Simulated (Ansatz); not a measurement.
Cost and result up the ladder for Mn2(F)4 (Mn2F4) (6 atoms). Total charge 0; multiplicity 11. Geometry: PBE0-D4/def2-SVP.

```csv
atom,x (Å),y (Å),z (Å)
Mn1,-0.6271,0.0064,-1.4145
F2,-1.3657,0.0032,-3.0480
F3,-0.6989,1.0094,0.3142
Mn4,0.6315,-0.0027,1.4127
F5,1.3508,-0.0161,3.0548
F6,0.7094,-1.0002,-0.3193
```

Ansatz on 4 threads of Arm Neoverse V1 on a shared host. Times are rough, and most runs start from the orbitals of an earlier one. ωB97M-V/def2-TZVP serves as the yardstick here, not as an exact answer. Differences are given only for rows in sets of like size (and for xTB, whose basis is part of the method), since another set adds its own error. Binding counts from free atoms at the same level (Mn sextet, F doublet; other spins of the atoms weren't run), without zero-point energy or a counterpoise term.

The 6-31G sets use Cartesian d functions. LC-ωPBE has ω = 0.4 bohr⁻¹. B3LYP takes the VWN-RPA correlation. Correlated methods freeze 14 core orbitals; core or outer-core shells of Mn are correlated, in sets that lack core-valence functions.

Correlated methods converge slowly with the basis.

```csv
level,functions,wall time
HF/6-31G,94,0.95 s
PBE-D4/def2-SVP,118,2.6 s
B3LYP-D4/6-31G,94,3.3 s
PBE-D4/def2-TZVP,214,5 s
LC-ωPBE/def2-TZVP,214,6 s
PBE-D4/def2-TZVPD,256,7.5 s
MP2/def2-TZVP,214,8 s
r2SCAN-D4/def2-TZVP,214,11 s
RPA@PBE/def2-TZVP,214,12 s
B3LYP-D4/def2-TZVP (with forces),214,14 s
PBE0-D4/def2-TZVP (with forces),214,14 s
r2SCAN-D4/def2-TZVPD,256,15 s
r2SCAN0-D4/def2-TZVP,214,15 s
ωB97M-V/def2-TZVP,214,25 s
```

(1) Estimate what each level gives for the binding energy per atom (eV).

## Answers

(1) 
| level | binding energy per atom (eV) | difference from ωB97M-V/def2-TZVP (eV) |
| --- | --- | --- |
| HF/6-31G | 2.53 | – |
| PBE-D4/def2-SVP | 3.96 | – |
| B3LYP-D4/6-31G | 3.65 | – |
| PBE-D4/def2-TZVP | 3.92 | 0.27 |
| LC-ωPBE/def2-TZVP | 3.89 | 0.25 |
| PBE-D4/def2-TZVPD | 3.93 | 0.29 |
| MP2/def2-TZVP | 3.77 | 0.12 |
| r2SCAN-D4/def2-TZVP | 3.85 | 0.21 |
| RPA@PBE/def2-TZVP | 3.17 | -0.47 |
| B3LYP-D4/def2-TZVP (with forces) | 3.66 | 0.02 |
| PBE0-D4/def2-TZVP (with forces) | 3.67 | 0.02 |
| r2SCAN-D4/def2-TZVPD | 3.88 | 0.23 |
| r2SCAN0-D4/def2-TZVP | 3.62 | -0.02 |
| ωB97M-V/def2-TZVP | 3.64 | 0.00 |
